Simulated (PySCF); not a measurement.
## Dipole moment and polarisability of `C#CCN(C=O)[SiH2]C`

C5H9NOSi.
Cartesian coordinates in Å at the GFN2-xTB level; atoms count from 1:
```
atom  x, y, z in Å
C1     1.4067    2.5519    0.7680
C2     1.5851    1.4908    0.2446
C3     1.7354    0.1734   -0.3506
N4     0.6010   -0.6706   -0.0462
C5     0.5519   -1.3805    1.0817
O6    -0.4217   -2.0404    1.3740
Si7   -0.8968   -0.7974   -0.9898
C8    -2.3153    0.0741   -0.0932
H9     1.2749    3.4935    1.2118
H10    2.6533   -0.2921    0.0297
H11    1.8165    0.2729   -1.4365
H12    1.4553   -1.3370    1.7163
H13   -0.5300   -0.0704   -2.2147
H14   -1.1034   -2.2112   -1.2791
H15   -2.0619    1.1078    0.1317
H16   -3.2142    0.0737   -0.7011
H17   -2.5439   -0.4264    0.8425
```

Level: CAM-B3LYP/def2-SVPD (PySCF), static field, nuclei fixed, core orbitals frozen in the response. The polarisability tensor in these axes (au):

```
x   90.58  5.30  1.02
y    5.30 99.13  2.06
z    1.02  2.06 84.29
```

**Question.** Diagonalise the tensor; give its mean and Δα, where Δα² is half the sum of the squared differences of the eigenvalues.

**Answer.** Principal values 83.99, 88.04 and 101.96 au; mean 91.33 au = 13.53 Å³ = 15.06 × 10⁻⁴⁰ C²·m²/J; Δα = 16.33 au (18 % of the mean).

**Question.** What is the dipole moment, and where does it point?

**Answer.** (1.73, 2.14, -1.30) D, 3.04 D in size, pointing from the negative to the positive side. Measured along this direction, the outermost atoms are O6 at the negative end and H9 at the positive end.

**Question.** Molar refractivity from α?

**Answer.** Lorentz–Lorenz: R = (4π/3)N_A α = 2.5225 cm³/(mol·Å³) × 13.53 Å³ = 34.1 cm³/mol, in the limit of long wavelengths.

**Question.** Find the Langevin capture rate constant for H3+ (3.023 u) meeting this molecule (127.045 u), k = 2.342 × 10⁻⁹ cm³/s × √(α in Å³ / reduced mass in u).

**Answer.** The reduced mass is 2.95 u, so k = 5.01 × 10⁻⁹ cm³/s. The formula leaves out the permanent dipole, which adds to the capture rate.

**Question.** Orientational against electronic polarisability at 400 K (dilute gas, rigid molecules)?

**Answer.** In Gaussian units μ²/3kT = 55.95 Å³ against 13.53 Å³, a ratio of 4.13; the Debye molar polarisation (4π/3)N_A(α + μ²/3kT) is 175.3 cm³/mol, leaving out the vibrational part.

**Question.** Sum over states: ᾱ = Σ f/ω², ω in Eh. What share falls to these 8 lowest TDDFT singlets (eV, f)? 5.60, 0.0008; 6.53, 0.0091; 6.68, 0.0609; 6.85, 0.0024; 6.99, 0.0214; 7.29, 0.0185; 7.64, 0.0142; 7.76, 0.0437.

**Answer.** They add up to 2.52 au, 2.8 % of the 91.33 au; the largest single term is 1.01 au, from the state at 6.68 eV. Terms in order: 0.02, 0.16, 1.01, 0.04, 0.32, 0.26, 0.18, 0.54 au. Higher excitations give the rest. The strengths listed sum to 0.171.

**Question.** Refractivity n − 1 of an ideal gas of it at 350 K and 1 atm, from the electronic α?

**Answer.** N = p/kT = 2.0968 × 10¹⁹ cm⁻³, so n − 1 = 2π × N × 13.53 × 10⁻²⁴ cm³ = 1783 × 10⁻⁶ at long wavelengths, for an ideal gas.

One conformer (not necessarily the lowest) at the GFN2-xTB geometry, without solvent, vibrations or thermal averaging.

These values come from a run that also computed excited states. The run took 1.7 min on an Arm Neoverse N1 with one thread, no GPU, shared host.
